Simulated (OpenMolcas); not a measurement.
Nd2+ among 6 point charges of -1 e arranged as a trigonal prism (D3h), with a polar angle of 42.2° against the regular 49.1°.

- Program: OpenMolcas 26.06
- Method: CASSCF
- Basis: ANO-RCC-VDZP [7s6p4d2f1g]
- Scalar Hamiltonian: DKH2, point nucleus
- Active space: 4 electrons in 7 orbitals (4f)
- State averaging: 2S+1 = 5 even, 35 roots (33 in the spin-orbit step); 2S+1 = 3 even, 126 roots kept (CI in the orbitals of an earlier block, 106 in the spin-orbit step); 2S+1 = 1 even, 93 roots kept (CI in the orbitals of an earlier block, 31 in the spin-orbit step)
- Spin-orbit coupling: RASSI with atomic mean-field integrals over the reference wave functions

All point charges move together. At R = 2.79 Å the width of the lowest J multiplet is 512 cm-1, and at R = 3.03 Å it is 394 cm-1.

**Question.** A third run gives 323 cm-1. What distance was it run at?

**Answer.** With a power law R^-n the two known points give n = -ln(394 / 512) / ln(3.03 / 2.79) = 3.17. Then R = 2.79 × (512 / 323)^(1/3.17) = 3.226 Å. The run was at 3.23 Å, so the estimate is off by -0.004 Å.

High states are left out of the spin-orbit mixing, which shifts the levels that they would mix with. Point charges carry no covalency, so the field is a model and not that of real ligands. An unlabelled pair can be two single states that coincide in this model. No measured value stands beside these numbers.
